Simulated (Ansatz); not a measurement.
`SCCCCc1ccc(/N=N/c2ccccc2)cc1`, 37 atoms. Hardware: 2 threads of AMD EPYC 7R13 on a shared host and a share (18 GiB) of an NVIDIA H100 80GB HBM3.

Correlated methods freeze 23 core orbitals. Single mean-field runs in def2-TZVP are fitted with def2-universal-jkfit.

Q: How many basis functions does each of these Ansatz runs have, and roughly what does it cost? PBE0-D4/def2-TZVP, charge 0 triplet at the geometry of the charge 0 singlet, energy; MP2/def2-SVP, charge 0 singlet, energy, from earlier orbitals; PBE-D4/def2-TZVP, charge 1 doublet at the geometry of the charge 0 singlet, energy, from earlier orbitals; PBE0-D4/def2-TZVP, charge -1 doublet at the geometry of the charge 0 singlet, energy; ωB97X-V/def2-TZVP, charge 0 singlet, energy, from earlier orbitals; PBE0-D4/def2-TZVP, charge 0 singlet, energy, from earlier orbitals; revPBE-D4/def2-TZVP, charge 1 doublet at the geometry of the charge 0 singlet, energy, from earlier orbitals; HF/STO-3G, charge 0 singlet, energy; PBE0-D4/def2-TZVP, charge 1 doublet, energy, from earlier orbitals; PBE0-D4/def2-SVP, charge 0 singlet, energy, from earlier orbitals; r2SCAN-D4/def2-TZVP, charge 0 singlet, energy and forces, from earlier orbitals; revPBE-D4/def2-TZVP, charge 0 singlet, energy, from earlier orbitals.

A: Other jobs shared the machine, so times can vary by a factor of up to 3. A dash marks memory too small to be measured apart from the calling script's.

```json
{"run": "HF/STO-3G, charge 0 singlet, energy", "functions": "117", "fitting or Cholesky vectors": "1653", "wall time": "2.3 s", "peak host memory (GiB)": "–"}
{"run": "revPBE-D4/def2-TZVP, charge 0 singlet, energy, from earlier orbitals", "functions": "703", "fitting or Cholesky vectors": "1806", "wall time": "3.2 s", "peak host memory (GiB)": "–"}
{"run": "PBE0-D4/def2-SVP, charge 0 singlet, energy, from earlier orbitals", "functions": "360", "fitting or Cholesky vectors": "4124", "wall time": "3.3 s", "peak host memory (GiB)": "–"}
{"run": "PBE0-D4/def2-TZVP, charge 0 singlet, energy, from earlier orbitals", "functions": "703", "fitting or Cholesky vectors": "1806", "wall time": "3.3 s", "peak host memory (GiB)": "–"}
{"run": "MP2/def2-SVP, charge 0 singlet, energy, from earlier orbitals", "functions": "360", "fitting or Cholesky vectors": "3726", "wall time": "5 s", "peak host memory (GiB)": "–"}
{"run": "ωB97X-V/def2-TZVP, charge 0 singlet, energy, from earlier orbitals", "functions": "703", "fitting or Cholesky vectors": "1806", "wall time": "8.5 s", "peak host memory (GiB)": "1.2"}
{"run": "r2SCAN-D4/def2-TZVP, charge 0 singlet, energy and forces, from earlier orbitals", "functions": "703", "fitting or Cholesky vectors": "1806", "wall time": "9 s", "peak host memory (GiB)": "–"}
{"run": "PBE0-D4/def2-TZVP, charge -1 doublet at the geometry of the charge 0 singlet, energy", "functions": "703", "fitting or Cholesky vectors": "1806", "wall time": "9 s", "peak host memory (GiB)": "1.3"}
{"run": "PBE-D4/def2-TZVP, charge 1 doublet at the geometry of the charge 0 singlet, energy, from earlier orbitals", "functions": "703", "fitting or Cholesky vectors": "1806", "wall time": "10 s", "peak host memory (GiB)": "1.2"}
{"run": "PBE0-D4/def2-TZVP, charge 1 doublet, energy, from earlier orbitals", "functions": "703", "fitting or Cholesky vectors": "1806", "wall time": "11 s", "peak host memory (GiB)": "1.2"}
{"run": "revPBE-D4/def2-TZVP, charge 1 doublet at the geometry of the charge 0 singlet, energy, from earlier orbitals", "functions": "703", "fitting or Cholesky vectors": "1806", "wall time": "11 s", "peak host memory (GiB)": "1.2"}
{"run": "PBE0-D4/def2-TZVP, charge 0 triplet at the geometry of the charge 0 singlet, energy", "functions": "703", "fitting or Cholesky vectors": "1806", "wall time": "13 s", "peak host memory (GiB)": "1.4"}
```
